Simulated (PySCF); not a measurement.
How methods differ on the ionisation energy of Pb

Pb [Xe] 4f14 5d10 6s2 6p2 (3P) → Pb⁺ [Xe] 4f14 5d10 6s2 6p1 (2P), as a difference of total energies. All numbers are calculated (PySCF 2.14, the spin-free X2C one-electron Hamiltonian (Gaussian nucleus), in x2c-TZVPPall). Correlated levels: valence: [Xe] 4f14 5d10 frozen; valence and next inner shell: [Kr] 4d10 4f14 frozen. The calculations carry no spin-orbit coupling.

| method | ionisation energy (eV) |
| --- | --- |
| UHF | 6.599 |
| LDA | 7.187 |
| PBE | 6.997 |
| PBE0 | 7.042 |
| r2SCAN | 7.124 |
| BP86 | 7.128 |
| B97-3 | 6.812 |
| wB97X-V | 6.872 |
| MP2 (valence) | 6.847 |
| SCS-MP2 (valence) | 6.787 |
| MP2 (valence and next inner shell) | 6.976 |
| SCS-MP2 (valence and next inner shell) | 6.848 |

**Question.** How much does correlation contribute at MP2 (valence and next inner shell)?

**Answer.** 6.976 − (6.599) = 0.377 eV, measured against UHF.

Spin-orbit coupling is strong in these open shells (close to jj coupling). The scalar numbers leave it out and a first-order estimate fails, so it can dominate the gap to the real levels.

Errors of the correlated levels include the incompleteness of this basis and the frozen core.

For comparison: 7.417 eV (measured; NIST Atomic Spectra Database, ionization energies).
